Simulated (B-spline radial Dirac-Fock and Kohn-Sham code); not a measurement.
**Magnetic form factor of the 4f shell of Dy²⁺**

System: Dy²⁺, configuration 1s2 2s2 2p6 3s2 3p6 3d10 4s2 4p6 4d10 4f10 5s2 5p6, inside a Watson sphere of charge -2 and radius 1.6 Å (a model of the Madelung potential; inside it an electron's potential energy is raised by 18.0 eV).

The computed values come from a radial atomic solver: relativistic Hartree-Fock (Dirac-Fock) wave functions, averaged over the configuration. ⟨j_K⟩ is the integral of the 4f radial density with the spherical Bessel function j_K(4πsr), s = sin θ/λ.

Hund's rules give S = 2, L = 6, J = 8 for 4f10, so g = 1.250, and the dipole approximation is F = ⟨j0⟩ + C₂⟨j2⟩ with C₂ = (2 − g)/g = 0.600.

```
s (Å⁻¹)     ⟨j0⟩    ⟨j2⟩    ⟨j4⟩    ⟨j6⟩  F (dipole)
      0   1.0000  0.0000  0.0000  0.0000      1.0000
   0.05   0.9832  0.0067  0.0000  0.0000      0.9872
    0.1   0.9358  0.0250  0.0005  0.0000      0.9508
   0.15   0.8650  0.0511  0.0020  0.0001      0.8957
    0.2   0.7797  0.0804  0.0052  0.0004      0.8279
   0.25   0.6878  0.1091  0.0103  0.0010      0.7532
    0.3   0.5957  0.1346  0.0170  0.0022      0.6764
   0.35   0.5076  0.1555  0.0248  0.0039      0.6009
    0.4   0.4262  0.1714  0.0334  0.0062      0.5290
   0.45   0.3529  0.1821  0.0422  0.0090      0.4621
    0.5   0.2882  0.1882  0.0507  0.0122      0.4011
    0.6   0.1838  0.1888  0.0660  0.0195      0.2971
    0.7   0.1089  0.1784  0.0777  0.0271      0.2160
    0.8   0.0575  0.1615  0.0855  0.0344      0.1544
    0.9   0.0237  0.1417  0.0895  0.0408      0.1087
      1   0.0025  0.1212  0.0902  0.0460      0.0753
    1.1  -0.0098  0.1017  0.0883  0.0499      0.0512
    1.2  -0.0163  0.0839  0.0846  0.0526      0.0341
    1.4  -0.0192  0.0549  0.0736  0.0544      0.0138
    1.6  -0.0162  0.0342  0.0610  0.0528      0.0044
```

Radial moments of the shell: ⟨r²⟩ = 0.9254, ⟨r⁴⟩ = 2.641, ⟨r⁶⟩ = 21.32 in powers of bohr.
